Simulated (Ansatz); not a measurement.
Born–Oppenheimer molecular dynamics of F$_{3}$GeH (5 atoms, charge 0, multiplicity 1). It starts from a relaxed structure.

Computed with RHF/def2-SVP in Ansatz.

```yaml
ensemble: NVT, Langevin thermostat
time_step: 1 fs
steps_asked: 250
set_temperature: 300 K
friction: 0.005 /fs
temperature_schedule: 62 steps to 300 K, then 188 steps to 75 K
seed: 26162
```

First frame:

```xyz
5
Properties=species:S:1:pos:R:3
Ge 0.058 0.000 -0.020
F -0.030 0.000 1.671
H 1.475 0.000 -0.521
F -0.812 1.356 -0.543
F -0.812 -1.356 -0.543
```

**Question.** How far do the bonds stretch over the last three quarters of this one trajectory? (Pairs bonded in most of those frames.)

**Answer.** 
```
  bond  mean (Å)  spread (Å)  shortest  longest
Ge1–F2     1.696       0.035      1.65     1.75
Ge1–H3     1.507       0.044      1.44     1.58
Ge1–F4     1.696       0.012      1.68     1.72
Ge1–F5     1.698       0.012      1.67     1.72
```

Mean temperature of the second half: 208 K. The schedule's set-point averaged 150 K over the second half and the system 208 K, so it lags behind the ramp. A run of 0.25 ps of so small a system gives no equilibrium averages.

Run time: 5.6 min on 1 thread of Arm Neoverse V1, on a shared host, peak memory 0.15 GiB.
